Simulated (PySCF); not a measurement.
**Peak assignment**

Atoms are numbered as in `[CH2:1]=[C:2]1[SiH2:3][C@H:4]1[C:5]([Cl:6])([Cl:7])[Cl:8]`. Each H is labelled by its parent atom. Ha(Si3) is cis to C5 on the ring; Ha(C1) is cis to Si3; Hb(Si3) is trans to C5 on the ring; Hb(C1) is trans to Si3.

How the numbers were obtained: PBE0/pcSseg-1 with gauge-including orbitals, GFN2-xTB geometry, in PySCF 2.14 (a single conformation, one averaged value for each set of equivalent atoms, gas phase, relativity neglected).

Referencing at the same level of theory: $^{13}$C and $^{1}$H vs TMS.

(1) Assign these signals to the numbered atoms. $^{13}$C{$^{1}$H} NMR (computed): δ 146.0, 139.1, 124.1, 41.9.

(2) Assign these signals to the numbered atoms. $^{1}$H NMR (400 MHz, computed): δ 7.37 (br s, 1H), 6.82 (br s, 1H), 3.69 (m, 1H), 3.48 (m, 1H), 2.73 (m, 1H).

Results:

(1) 
| δ (ppm) | atoms | environment | reason |
| --- | --- | --- | --- |
| 146.0 | C2 | fully substituted alkene carbon | the olefinic region |
| 139.1 | C1 | terminal =CH2 carbon | as expected for a trigonal carbon in a double bond |
| 124.1 | C5 | fully substituted sp3 carbon bonded to 3 Cl | 3 electronegative neighbours deshield it |
| 41.9 | C4 | three-membered-ring carbon | – |

(2) 
| δ (ppm) | atoms | environment | reason |
| --- | --- | --- | --- |
| 7.37 | Hb(C1) | hydrogen on a terminal =CH2 carbon | olefinic region |
| 6.82 | Ha(C1) | hydrogen on a terminal =CH2 carbon | – |
| 3.69 | Ha(Si3) | hydrogen on a silicon bonded to 2 C, in a 3-membered ring | – |
| 3.48 | Hb(Si3) | hydrogen on a silicon bonded to 2 C, in a 3-membered ring | – |
| 2.73 | H(C4) | hydrogen on a three-membered-ring carbon | – |

Carbons that carry Cl, above all several Cl atoms, come out too deshielded, partly because spin–orbit coupling is missing. Shifts are as computed. Against solution values, carbons near 30 ppm lie about +3 ppm off and those near 130 ppm about +5 ppm; carbons on Cl a further +6 ppm. Of 1309 compounds with measured shifts, 239 miss one by over three times the rms of a fit or turn the order of signals round; such compounds aren't used in these exercises. Multiplicities follow the n + 1 count of equivalent neighbours, as no J values were calculated; m marks all less simple cases, F and P coupling included.
